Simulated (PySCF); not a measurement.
Spectroscopy problems

Theory: geometry from GFN2-xTB, PBE0/pcSseg-1 with gauge-including orbitals, in PySCF 2.14 (no relativistic terms, no solvent, single conformer, fast rotation and ring inversion assumed for equivalent nuclei).

Shifts are taken against calculated references (same method and geometry level): 1H, 13C vs TMS. Where no couplings were computed, multiplicities follow the n + 1 count of equivalent neighbours, and m marks all less simple cases (inequivalent or close neighbours, rings, F or P nearby). Shifts are as computed. Against solution values, carbons near 30 ppm lie about +3 ppm off and those near 130 ppm about +5 ppm; carbons on Cl a further +6 ppm. Of 1211 compounds with measured shifts, 218 miss one by over three times the rms of a fit or turn the order of signals round; such compounds aren't used in these exercises. Carbons bonded to Cl come out too deshielded. OH and NH positions are gas-phase values without hydrogen bonding to other molecules.

(1) C₇H₆ClN. 1H NMR (400 MHz, computed): δ 7.71 (d, 1H), 7.61 (m, 1H), 7.45 (d, 1H), 7.40 (d, 1H), 7.31 (d, 1H), 6.82 (s, 1H). 13C{1H} NMR (computed): δ 158.2 (C), 155.4 (CH2), 146.5 (C), 135.3 (CH), 131.3 (CH), 127.7 (CH), 121.0 (CH). What is it?

(2) C₇H₆ClN. 1H NMR (600 MHz, computed): δ 12.02 (br s, 1H), 9.18 (s, 1H), 7.80 (d, 1H), 7.73 (m, 1H), 7.63 (m, 1H), 7.61 (m, 1H). 13C{1H} NMR (computed): δ 166.3, 147.7, 137.5, 137.3, 133.2, 132.0, 129.9. What is it?

Answers

(1) `C=Nc1cccc(Cl)c1`. Rings plus π bonds: 5 (1 ring in the answer). 7 carbon signals for 7 carbons: no two carbons are equivalent. Carbon types of the structure: 2 × C, 4 × CH, 1 × CH2, which accounts for all hydrogens. δC 158.2: aromatic carbon bearing nitrogen; an ipso carbon deshielded by its heteroatom. δC 155.4: C=N carbon. δC 146.5: aromatic carbon bearing chlorine. δC 135.3, 131.3, 127.7, 121.0: aromatic CH.

The data come from this structure; uniqueness wasn't tested.

(2) `InChI=1S/C7H6ClN/c8-7-4-2-1-3-6(7)5-9/h1-5,9H/b9-5-`. Rings plus π bonds: 5 (1 ring in the answer). 7 carbon signals for 7 carbons: no two carbons are equivalent. Carbon types of the structure: 2 × C, 5 × CH, leaving 1 H on heteroatoms. δC 137.5, 137.3, 132.0, 129.9: aromatic CH; the aromatic region. δC 133.2: substituted aromatic carbon. δH 12.02: hydrogen on an imine nitrogen; labile proton, position sensitive to the medium. δH 9.18: hydrogen on a C=N carbon.

The shifts were computed for this structure.
